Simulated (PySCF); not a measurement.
Species: C5H5F3NS (charge +1).
Numbering: `[CH3:1][n+:2]1[cH:3][s:4][cH:5][c:6]1[C:7]([F:8])([F:9])[F:10]` (hydrogens: H11, H12, H13 on C1; H14 on C3; H15 on C5)

Geometry (GFN2-xTB, Å), atoms numbered from 1 in this order:
```
atom  x, y, z in Å
C1    -1.5859   -0.7443    0.0499
N2    -0.6545    0.3573    0.0804
C3    -1.0082    1.6225    0.2226
S4     0.2910    2.7012    0.2230
C5     1.3738    1.3923    0.0226
C6     0.7028    0.2113   -0.0346
C7     1.3443   -1.1520   -0.2080
F8     2.6594   -1.0402   -0.2963
F9     0.8951   -1.7522   -1.3126
F10    1.0545   -1.9491    0.8230
H11   -1.3716   -1.4448    0.8595
H12   -1.5068   -1.2812   -0.8975
H13   -2.6010   -0.3716    0.1632
H14   -2.0349    1.9279    0.3277
H15    2.4377    1.5310   -0.0449
```

Computed at PBE0/pcSseg-1 (PySCF, non-relativistic), with Q(14N) = 0.02044 b, Q(33S) = −0.0678 b: N2, 14N (I = 1): χzz = -1.381 MHz, η = 0.381; S4, 33S (I = 3/2): χzz = -27.68 MHz, η = 0.231.

Where would the pure quadrupole (NQR) lines of 14N at N2 fall for the rigid, isolated species?

From ν± = (3/4)|χ|(1 ± η/3) and ν0 = |χ|η/2: ν+ 1.167 MHz, ν− 0.904 MHz, ν0 0.263 MHz (three-coordinate ring nitrogen).

Find the zero-field quadrupole resonance frequencies of 33S at S4.

From ν = (|χ|/2)√(1 + η²/3): ν = 13.96 MHz (ring sulfur).

In a crystal, neighbours and librations shift these lines. GFN2-xTB bond lengths can be off by several hundredths of an ångström, more for odd bonds, and the gradients follow them. A larger basis could move these couplings by a tenth or more.
